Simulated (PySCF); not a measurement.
C₅H₄F₂. Atoms are numbered in the order given.

```xyz
11

F      1.4429    -1.4835     0.0000
C      0.6760    -0.3959     0.0000
C     -0.6729    -0.3461     0.0000
F     -1.5276    -1.3659     0.0000
C     -1.1190     1.0825     0.0000
C      0.1852     1.8416     0.0000
C      1.2144     0.9662     0.0000
H     -1.7367     1.3177     0.8862
H     -1.7367     1.3177    -0.8862
H      0.2519     2.9290     0.0000
H      2.2815     1.1906     0.0000
```

Coordinates come from a B3LYP-D3(BJ)/def2-SVP optimisation. The values are those of a single conformer.

Computed with SMD-PBE0/6-31G* (PySCF).

Solvation free energies are E(SMD) − E(gas) at the gas-phase geometry, for 1 M in both phases. In vacuum the dipole moment is 2.35 D.

```json
[
 {"solvent": "water", "ΔG(solv) (kcal/mol)": "0.0", "its non-electrostatic (CDS) part": "3.9", "dipole (D)": "3.05"},
 {"solvent": "n-hexane", "ΔG(solv) (kcal/mol)": "-3.2", "its non-electrostatic (CDS) part": "-1.8", "dipole (D)": "2.60"},
 {"solvent": "ethanol", "ΔG(solv) (kcal/mol)": "___", "its non-electrostatic (CDS) part": "___", "dipole (D)": "___"}
]
```

Question: Complete the blanks. (The exact figures need the calculation; the answer reports its results.)

Answer: 
- ethanol, ΔG(solv) (kcal/mol): -3.7
- ethanol, its non-electrostatic (CDS) part: 0.0
- ethanol, dipole (D): 3.02
